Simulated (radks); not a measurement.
The zinc ion Zn2+, 28 electrons, occupied as [Ar] 3d10. Method: Dirac Kohn-Sham, AM05, spin-unpolarised, spherical densities, point nucleus; computed with a radial shooting solver on a logarithmic mesh with Libxc functionals.

Normalised radial functions P(r) = r R(r) (large component), r in bohr:

```
   r/bohr * 3d3/2 (the largest magnitude, 1.05, reaches the edge; | marks zero)
 0.002894 *
 0.004352 *
 0.006545 *
 0.009843 *
   0.0148 *
  0.02226 *
  0.03347 *
  0.05034 |*
   0.0757 |   *
   0.1138 |        *
   0.1726 |                  *
   0.2595 |                                 *
   0.3902 |                                                *
   0.5868 |                                                      *
   0.8825 |                                              *
    1.327 |                              *
    1.996 |              *
    3.001 |    *
    4.513 |*
    6.787 *
```

3d3/2: eigenvalue -31.064 eV, 0 radial nodes, <r> = 0.875 bohr, 90 % of the charge inside 1.52 bohr.
